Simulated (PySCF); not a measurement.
# What a mistake does to a calculation on B2H6Si2

All numbers below are calculated, not measured. They come from PySCF 2.14.0, an open-source quantum chemistry program, on an isolated molecule that a program drew, which may never have been made. The molecule is B2H6Si2 (charge 0, singlet), drawn as the SMILES string `B[Si][SiH2]B`.

Each row is a Hartree-Fock (HF) and frozen-core CCSD(T) single point in the cc-pV(D+d)Z basis, meant for a local HF minimum. Run 1 is clean. Each other run has one planted mistake out of seven kinds, and not every kind appears here: one electron removed, one electron added, multiplicity raised by two, geometry at a saddle point, minimal basis STO-3G, one bond length entered in bohr, all coordinates scaled. The reference is restricted for singlets and unrestricted otherwise, and also for a bond in bohr. Adding or removing an electron swaps singlet and doublet. Electrons count all cores. HOMO and LUMO are orbital energies over both spins, the gradient is its largest component, and the lowest frequency (negative if imaginary) is given only where the gradient is small. Bond lengths are over the 9 bonds as drawn. T1 is the CCSD diagnostic: over 0.02 (restricted) or 0.045 (unrestricted) a single reference is doubtful.

Geometry of the clean run:
```xyz
10
B2H6Si2, angstrom
B    -0.7008    0.1658   -1.3113
Si    0.0967   -1.5431   -0.6919
Si    1.5489   -0.4541    0.9239
B     0.5705    1.0818    1.8060
H    -1.7241    0.5717   -0.8201
H    -0.2296    0.8078   -2.2127
H     2.0457   -1.4684    1.8872
H     2.6986   -0.0075    0.0897
H    -0.1231    0.9118    2.7705
H     0.5945    2.1783    1.3183
```

| run | electrons | basis functions | <S^2> | HOMO (eV) | LUMO (eV) | gradient (hartree/bohr) | lowest frequency (cm^-1) | mean bond (Å) | longest bond (Å) | T1 | HF (hartree) | CCSD(T) (hartree) | mistake |
|---|---|---|---|---|---|---|---|---|---|---|---|---|---|
| 1 | 44 | 104 | 0.000 | -8.46 | 0.25 | 2.5e-05 | 56 | 1.5801 | 2.430 | 0.0207 | -630.61724 | -631.05139 | no fault |
| 2 | 44 | 104 | 0.000 | -8.48 | 0.32 | 2.9e-02 | - | 1.5137 | 2.328 | 0.0210 | -630.60305 | -631.03701 | all coordinates scaled |
| 3 | 43 | 104 | 0.777 | -15.59 | -6.43 | 2.7e-02 | - | 1.5801 | 2.430 | 0.0241 | -630.34586 | -630.74449 | one electron removed |
| 4 | 45 | 104 | 0.768 | -1.66 | 5.52 | 1.2e-02 | - | 1.5801 | 2.430 | 0.0294 | -630.64141 | -631.09504 | ? |

**Which mistake was planted in run 4, and what did it cost?**

It counts 45 electrons, one more than the clean run, at the same geometry and basis. So the mistake is: one electron added. Subtracting run 1 and multiplying by 627.51 kcal/mol a hartree, the energy moved by -15.2 kcal/mol in HF and -27.4 kcal/mol in CCSD(T).

Cautions from the logs. Run 1: T1 is over the limit, so its CCSD(T) energy is less reliable; run 2: T1 is over the limit, so its CCSD(T) energy is less reliable.
